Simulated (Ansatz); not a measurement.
`[OH][Sc]([OH])[Cl]` + NH₃ → `[NH2][Sc]([OH])[Cl]` + H₂O  (ligand exchange at the Sc–O bond)

Computed with Ansatz on PBE0-D4/def2-TZVP structures; ΔE is electronic, products minus reactants. CCSD(T)/CBS is the MP2 limit (def2-TZVPP, def2-QZVPP) plus CCSD(T) − MP2 in def2-TZVPP, frozen cores. This one scheme is used for every species. DFT in def2-TZVPP. B3LYP here is the variant with VWN-RPA as its local correlation; programs differ in this. For Sc outer-core shells are correlated without core-valence functions, which leaves a few kJ/mol of doubt a bond. Scalar relativity is left out up to krypton. One conformer a species, not always the lowest.

`[OH][Sc]([OH])[Cl]`:

Cartesian coordinates in Å:
```
O 0.050 0.722 -1.517
Sc 0.284 -0.303 0.002
O -0.738 0.013 1.509
Cl 1.873 -1.999 0.019
H -0.154 1.308 -2.240
H -1.315 0.259 2.226
```

NH₃:

Z-matrix (Å, degrees):
```
N
H 1 1.013
H 1 1.013 2 107.1
H 1 1.013 2 107.1 3 -114.5
```

`[NH2][Sc]([OH])[Cl]`:

Cartesian coordinates in Å:
```
N -1.230 0.108 -0.744
Sc 0.577 -0.237 -0.057
O 0.898 0.425 1.642
Cl 2.067 -1.404 -1.414
H -1.576 -0.181 -1.651
H -1.975 0.599 -0.268
H 1.238 0.690 2.491
```

H₂O:

Cartesian coordinates in Å:
```
O 0.336 0.196 0.001
H 0.026 -0.432 0.656
H -0.362 0.236 -0.657
```

| level | ΔE (kJ/mol) | difference from CCSD(T)/CBS |
| --- | --- | --- |
| LDA (SPW92) | 67.2 | -0.4 |
| B97M-V | 70.7 | 3.1 |
| B3LYP-D4 | 68.4 | 0.8 |
| B2PLYP | 71.2 | 3.6 |
| PBE-QIDH | 69.2 | 1.6 |
| r2SCAN | 69.1 | 1.5 |
| B3LYP | 70.4 | 2.8 |
| CAM-B3LYP | 73.5 | 5.9 |
| RPA@PBE/def2-TZVPP | 65.0 | -2.6 |
| MP2/def2-SVP | 85.2 | 17.6 |
| CCSD(T)/CBS | 67.6 | 0 |

Largest T1 diagnostic among the species: 0.015.

In def2-TZVPP, CCSD(T) changes the Hartree–Fock value by −7.2 kJ/mol (the triples alone add −1.0 kJ/mol) and MP2 by −5.9 kJ/mol. At CCSD(T), def2-SVP lies +16.1 kJ/mol from the extrapolated value and def2-TZVPP +0.9 kJ/mol. From BLYP to BHLYP (50 % exact exchange), in def2-TZVPP and without D4, ΔE moves by +3.1 kJ/mol.
